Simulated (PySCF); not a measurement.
Two species compared at the same levels of theory.

First species: C5H10ClNO.
Atom-mapped SMILES: `[CH3:1][NH:2][C:3](=[O:4])[CH2:5][CH2:6][CH2:7][Cl:8]` (hydrogens: H9, H10, H11 on C1; H12 on N2; H13, H14 on C5; H15, H16 on C6; H17, H18 on C7)

Cartesian coordinates in Å at the GFN2-xTB level; atoms count from 1:
```xyz
18
C5H10ClNO angstrom
C      2.755    0.793   -0.642
N      1.652   -0.125   -0.490
C      0.679    0.048    0.431
O      0.657    0.989    1.197
C     -0.371   -1.056    0.430
C     -1.691   -0.558    1.014
C     -2.336    0.499    0.134
Cl    -2.756   -0.164   -1.471
H      3.707    0.283   -0.483
H      2.750    1.244   -1.636
H      2.634    1.572    0.109
H      1.617   -0.917   -1.111
H     -0.528   -1.426   -0.584
H      0.011   -1.876    1.042
H     -2.375   -1.397    1.149
H     -1.495   -0.100    1.985
H     -1.654    1.331   -0.036
H     -3.265    0.864    0.569
```

Second species: ClH5SSi2.
Structure used (GFN2-xTB), in Å, numbered top down from 1:
```xyz
9
ClH5SSi2 angstrom
Si    -1.6964   -0.0918   -0.2490
S     -0.0335    1.2386   -0.5880
Si     1.6628    0.2451    0.2648
Cl     1.8724   -1.6224   -0.4533
H     -2.8183    0.6799   -0.7507
H     -1.7731   -0.3548    1.1833
H     -1.4584   -1.3191   -0.9952
H      2.7788    1.0748   -0.1421
H      1.4792    0.1556    1.7051
```

Levels: PBE0/def2-SVPD for dipole moment, HOMO energy, LUMO energy, HOMO–LUMO gap, static isotropic polarisability and electronic spatial extent ⟨r²⟩ about the centre of nuclear charge; TDDFT PBE0/def2-SVPD for lowest singlet excitation; TDA PBE0/def2-SVPD for lowest triplet excitation (Tamm–Dancoff); GFN2-xTB for rotational constant A and rotational constant C. Geometries: GFN2-xTB. Each structure is a single optimised conformer of the isolated species, non-relativistic unless stated; the electronic structure was computed with PySCF and density fitting.

Dipoles, sizes and rotational constants follow the conformer. The torsions of the flexible species, by atom-mapped SMILES:
- `[CH3:1][NH:2][C:3](=[O:4])[CH2:5][CH2:6][CH2:7][Cl:8]`: C1–N2–C3–O4 0°, N2–C3–C5–C6 -156°, C3–C5–C6–C7 67°, C5–C6–C7–Cl8 63°
- `[SiH3:1][S:2][SiH2:3][Cl:4]`: Si1–S2–Si3–Cl4 53°

Which has the higher rotational constant A?

The second: 4.066 GHz against 2.967 GHz, a difference of 1.099 GHz.

Which of the two has the higher rotational constant C, and by how much?

The second: 1.201 GHz against 0.764 GHz, a difference of 0.437 GHz.

Which has the higher HOMO–LUMO gap?

The first: 7.93 eV against 7.21 eV, a difference of 0.72 eV.

Which has the higher ⟨r²⟩?

The first: 1534 bohr² against 962 bohr², a difference of 572 bohr².

Which has the higher static isotropic polarisability?

The second: 87.2 au against 85.7 au, a difference of 1.5 au.

Which has the higher LUMO energy?

The first: 0.40 eV against -0.37 eV, a difference of 0.77 eV.

Which of the two has the higher T1 energy, and by how much?

The second: 5.55 eV against 5.40 eV, a difference of 0.15 eV.

Which of the two has the higher dipole moment, and by how much?

The first: 2.60 D against 1.01 D, a difference of 1.59 D.

On the first: S1 lies 2.04 eV below the HOMO–LUMO gap. The vertical singlet–triplet gap S1 − T1 is 0.49 eV (TDDFT singlet less Tamm–Dancoff triplet).

On the second: The dipole equals about 3.4 × 10⁻³⁰ C·m (1 D = 3.33564 × 10⁻³⁰ C·m). No computed singlet falls in the visible range (750 to 380 nm, 1.65 to 3.26 eV); S1 lies 2.65 eV above its blue end.
